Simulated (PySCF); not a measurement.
## Correlation energy of Sr (strontium, neutral)

[Kr] 5s2, closed-shell 1S. All numbers are calculated (PySCF 2.14, the spin-free X2C one-electron Hamiltonian (Gaussian nucleus), in x2c-SVPall (6s4p5d1f, 50 functions)). Frozen: [Kr]; 2 electrons correlated.

Total MP2 correlation energy: -15.74 mhartree.

Same-spin part 0.00 and opposite-spin part -15.74 mhartree; SCS-MP2 scales them by 1/3 and 6/5 to -18.89 mhartree.

With two correlated electrons CCSD is exact within the correlated space (frozen core and kept virtual orbitals).

```json
{"level": "CCSD", "correlation energy (mhartree)": "-24.20"}
```

Diagnostics: T1 = 0.0074, D1 = 0.0104, largest double amplitude 0.160.

Task: Is a single reference adequate?

Result: Not fully. A double-excitation amplitude exceeds 0.15, a sign of near-degeneracy.
